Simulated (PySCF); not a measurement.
This PySCF input asks for the NMR shieldings of `CC[B@H-](N)[NH3+]`, C2H11BN2; the geometry comes from GFN2-xTB.

```python
import basis_set_exchange as bse
import numpy as np
from pyscf import gto, dft
from pyscf.prop import nmr

atoms = """
C     1.958516   -0.094778   -0.181383
C     0.755597    0.548415    0.511025
B    -0.657574    0.419684   -0.283581
N    -1.853739    0.845926    0.484943
N    -0.916858   -1.290999   -0.413910
H     2.887163    0.137081    0.340484
H     2.046076    0.269695   -1.202785
H     1.867026   -1.180820   -0.214914
H     0.677715    0.134951    1.522521
H     0.979249    1.610607    0.641432
H    -0.642716    0.768575   -1.422797
H    -1.699796    1.130101    1.439682
H    -2.473189    1.506915    0.046235
H    -0.198011   -1.716302   -0.985470
H    -0.902130   -1.663333    0.527405
H    -1.834927   -1.416775   -0.820299
"""
names = dict.fromkeys(["C", "B", "N", "H"], "pcSseg-1")
basis = {el: gto.basis.parse(bse.get_basis(n, elements=[el], fmt="nwchem")) for el, n in names.items()}
mol = gto.M(atom=atoms, basis=basis, charge=0, verbose=0)
mf = dft.RKS(mol, xc="PBE0")
mf.grids.level = 2
mf.grids.alignment = dft.numint.BLKSIZE   # the property module wants whole blocks of grid points
mf.conv_tol = 1e-9
mf.kernel()

calc = nmr.RKS(mf)   # GIAO
C = mf.mo_coeff
Co = C[:, mf.mo_occ > 0]
resp = mf.gen_response(singlet=True, hermi=2)
def vind(x):   # induced exchange potential for any number of trial vectors
    d = np.einsum("pi,xij,qj->xpq", C, 2 * x.reshape(-1, C.shape[1], Co.shape[1]), Co, optimize=True)
    return np.einsum("xpq,pi,qj->xij", resp(d - d.transpose(0, 2, 1)), C, Co, optimize=True).ravel()
mo1, _ = nmr.rhf.solve_mo1(calc, with_cphf=vind)
sigma = calc.kernel(mo1)
for i, s in enumerate(sigma):   # ppm
    w = np.linalg.eigvalsh((s + s.T) / 2)
    print("%2d %-2s iso %8.1f  s11 %8.1f  s22 %8.1f  s33 %8.1f" % (i, mol.atom_pure_symbol(i), w.mean(), *w))
```

**Question.** What are the results?

**Answer.** 
```
 0 C  iso    171.2  s11    162.0  s22    165.4  s33    186.3
 1 C  iso    167.2  s11    161.2  s22    163.8  s33    176.6
 2 B  iso    104.9  s11     87.0  s22    112.6  s33    115.0
 3 N  iso    238.7  s11    210.6  s22    239.2  s33    266.4
 4 N  iso    202.5  s11    191.0  s22    198.9  s33    217.8
 5 H  iso     30.3  s11     25.3  s22     27.8  s33     37.7
 6 H  iso     30.7  s11     26.7  s22     28.6  s33     36.7
 7 H  iso     31.5  s11     27.0  s22     31.1  s33     36.4
 8 H  iso     31.8  s11     28.4  s22     31.4  s33     35.7
 9 H  iso     31.0  s11     26.1  s22     30.4  s33     36.6
10 H  iso     28.8  s11     26.9  s22     28.6  s33     30.8
11 H  iso     32.0  s11     25.2  s22     29.8  s33     41.0
12 H  iso     31.1  s11     24.0  s22     26.9  s33     42.4
13 H  iso     28.9  s11     21.6  s22     27.1  s33     37.9
14 H  iso     30.1  s11     25.9  s22     27.9  s33     36.6
15 H  iso     29.5  s11     25.0  s22     25.7  s33     37.8
```

These numbers come from an equivalent density-fitted implementation of the same equations, which agrees with the script to about 0.01 ppm for H and up to a few tenths of a ppm for heavy atoms, so last digits may differ.

Size and cost of the density-fitted run: 140 basis functions, 17 s wall time on 1 thread of an Arm Neoverse V1, shared host; peak memory 0.67 GiB.
